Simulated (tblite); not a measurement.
Species: C4H6ClF3Si.
SMILES with atom numbers: `[F:1][C:2]([F:3])([F:4])[C@@H:5]1[CH2:6][CH2:7][Si@H:8]1[Cl:9]` (hydrogens: H10 on C5; H11, H12 on C6; H13, H14 on C7; H15 on Si8)

Geometry (GFN2-xTB, Å), atoms numbered from 1 in this order:
```xyz
15
C4H6ClF3Si angstrom
F      2.2567   -1.6494   -0.2207
C      1.7862   -0.3999   -0.0452
F      2.6833    0.4216   -0.6223
F      1.8685   -0.1582    1.2780
C      0.3979   -0.2371   -0.5767
C     -0.2042    1.1608   -0.3131
C     -1.5467    0.7579    0.3365
Si    -0.9981   -1.0714    0.4585
Cl    -2.0651   -2.4476   -0.5336
H      0.4333   -0.4924   -1.6363
H     -0.3175    1.7515   -1.2191
H      0.4176    1.7212    0.3831
H     -1.7539    1.2887    1.2613
H     -2.3903    0.9312   -0.3294
H     -0.5720   -1.5690    1.7572
```

Computed values, GFN2-xTB/tblite, gas phase, harmonic and unscaled. Against measured fundamentals such values can be off by several per cent, at times by over 20. Modes of hydrogen on silicon can be 10 to 20 % off. One conformer, not necessarily the lowest.

Harmonic wavenumbers (cm⁻¹): 37.4, 51.8, 98.4, 119.3, 176.3, 212.2, 307.1, 352.9, 441.2, 465.7, 513.3, 552.6, 577.2, 595.3, 644.8, 688.9, 715.0, 760.7, 860.8, 902.1, 994.4, 1009.1, 1029.7, 1047.3, 1093.9, 1152.4, 1185.4, 1193.3, 1210.9, 1269.7, 1301.4, 1457.8, 1486.1, 2332.7, 2982.8, 3001.2, 3016.7, 3025.1, 3033.3.

A = 1943, B = 747.7, C = 630.5 MHz; mass 173.988 u (most abundant isotopes); point group C1, symmetry number 1.

Question: Zero-point energy?

Answer: Half the sum of the wavenumbers: 20948 cm⁻¹ = 59.89 kcal/mol.

Question: What is S at 200 K and 1 bar for an ideal gas of classical rigid rotors and harmonic oscillators?

Answer: Translation 39.41, rotation 29.05, vibration 19.82: S = 88.3 cal/(mol K).

Question: And Cp and H(200 K) − H(0)?

Answer: Cp = 27.84 cal/(mol K), of which vibrations give 19.89 (their classical limit is 39 R = 77.5); H(200 K) − H(0) = 3.64 kcal/mol without the zero-point energy, 2.06 from vibrations.

Question: How do the functions run with temperature in this model?

Answer: 
```tsv
T (K)	S (cal/(mol K))	Cp (cal/(mol K))	H − H(0) (kcal/mol)	G − H(0) (kcal/mol)	ln q(vib)
50	61.6	13.8	0.53	-2.55	0.77
100	72.7	18.5	1.34	-5.93	2.15
298.15	101.2	37.3	6.85	-23.32	7.31
373.15	110.3	43.7	9.89	-31.25	9.20
500	124.3	52.4	16.02	-46.15	12.33
750	147.8	63.2	30.59	-80.28	18.12
1000	166.9	69.6	47.24	-119.70	23.35
```

q(vib) and H(0) count from the zero-point level.

Question: Which modes carry the vibrational entropy at 200 K?

Answer: 37.4 cm⁻¹: 4.60; 51.8 cm⁻¹: 3.96; 98.4 cm⁻¹: 2.71; 119.3 cm⁻¹: 2.35; 176.3 cm⁻¹: 1.64; 212.2 cm⁻¹: 1.33 cal/(mol K); the other 33 give 3.22 together.

Question: What must be added to the electronic energy to get the Gibbs energy at 200 K and 1 bar?

Answer: ZPE + [H(200 K) − H(0)] − T·S = 59.89 + 3.64 − 17.66 = 45.87 kcal/mol.

Hindered rotation and anharmonicity are outside this model. Other conformers, if any are populated, would add a mixing term that is left out. The structure is chiral; the term R ln 2 for an equal mix with its mirror image is left out.

On one thread of an Arm Neoverse N1, shared host with 64 logical CPUs at a one-minute load of 60, this took 1.1 s of wall time. This covers the Hessian and the dipole derivatives.
